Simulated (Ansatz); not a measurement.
`C[O][GeH]([F])[SeH]`, charge 0, multiplicity 1.

(1) Give a relaxed structure at PBE0-D4/def2-TZVP (the Gaussian-basis code of Ansatz). (An estimate is asked.)

Answers

(1) The calculation gave: 
Z-matrix (Å, degrees):
```
C
O 1 1.414
H 1 1.094 2 111.3
H 1 1.091 2 107.5 3 119.0
H 1 1.096 2 111.8 3 -121.9
Ge 2 1.753 1 121.1 3 71.4
Se 6 2.343 2 112.9 1 50.3
F 6 1.738 2 107.4 1 -64.6
H 6 1.527 2 106.2 1 178.4
H 7 1.469 6 90.0 2 -104.8
```
This is one stationary point; other conformers may exist.
